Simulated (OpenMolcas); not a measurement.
## Re4+: ligand-field states by method

Re4+ with its 6 nearest chloride ions at 2.409 Å, on the Zr site of Cs2ZrCl6 (a = 10.407 Å, distance in the model lattice 2.446 Å). The rest of the host is ab initio model potentials to 7.6 Å and point charges beyond; the distance is set by hand and nothing relaxes. Ligand basis ANO-RCC-VDZP.

| Quantity | Value |
| --- | --- |
| Program | OpenMolcas 26.06 |
| Basis | ANO-RCC-VDZP [7s6p4d2f1g] |
| Scalar Hamiltonian | DKH2, point nucleus |
| Active space | 3 electrons in 5 orbitals (5d) |
| State averaging | 2S+1 = 4 even, 10 roots; 2S+1 = 2 even, 40 roots |
| Spin-orbit coupling | RASSI with atomic mean-field integrals over the reference wave functions |

I. CASSCF
II. SS-CASPT2, IPEA 0.25 Eh, imaginary shift 0.1 Eh (closed shells correlated: 5s 5p and the ligand valence shells)

Spin-free states (labels of O, the rotations of Oh) in cm-1, each column counted from its own energy of the first state listed:

| State | Degeneracy | I | II |
| --- | --- | --- | --- |
| 4A2 | 1 | 0 | 0 |
| 2E | 2 | 12363 | 9550 |
| 2T1 | 3 | 13016 | 9660 |
| 2T2 | 3 | 19784 | 15730 |
| 4T2 | 3 | 27951 | 29260 |
| 4T1 | 3 | 34392 | 34470 |
| 2A1 | 1 | 37429 | 35780 |
| 2S+1 = 2 | 3 | 38197 | 36500 |
| 2S+1 = 2 | 3 | 39353 | 37510 |
| 2E | 2 | 40924 | 38600 |

From I to II, I's first state of the same spin (4T2) moves from 27951 to 29260 cm-1, by about +1300 cm-1.

From I to II, I's first state of another spin (2E) moves from 12363 to 9550 cm-1, by about -2800 cm-1.

I: A least-squares ligand-field fit to the states below 45000 cm-1, each weighted by its degeneracy and with a free common offset, gives 10Dq = 26620 cm-1, B = 561 cm-1 and C = 2346 cm-1 (C/B = 4.18), with an rms deviation of 485 cm-1. The same method and metal basis give the free ion B = 824 cm-1 (fit to its terms below 60000 cm-1, rms deviation 27 cm-1), so the nephelauxetic ratio is β = 561 / 824 = 0.68; it hangs on how both fits weigh the states, and computed free-ion B values tend to be too large, so β mixes covalency with correlation.

χT at 300 K: I 1.48, II 1.42 cm3 K/mol.

The states above are spin-free; spin-orbit coupling is strong here and shifts and splits them by thousands of cm-1.

Roots that are degenerate in the reference are averaged as groups; the widest CASPT2 spread within a group is 310 cm-1 (the 3-fold group of multiplicity 4 near 29300 cm-1 above the lowest state of its run, II). Shifts and gaps below about the spread of the groups concerned are not significant. Over all roots computed the reference weight is 0.65 to 0.67 in II; a low but even weight reflects the number of correlated electrons. The least metal-like active orbital is 67 % on the metal (Löwdin) and no ligand orbital is active, so the numbers are rough. Ligand-to-metal charge-transfer states are missing. With no ligand orbital active B as a rule stays too high, so bands that hang on it stand too high and its fall with covalency is understated. Without dynamic correlation the repulsion within the d shell is too large (B by tens of per cent), so at a given field states of lower spin stand too high (holds for I). With metal d orbitals alone the field can be off either way by tens of per cent (holds for I). With one d shell and no ligand orbital active, 10Dq can be off by a tenth or more (holds for II). No measured value stands beside these numbers; the geometry was set by hand and not optimised.

A state without a sure symmetry label is named by its multiplicity alone.
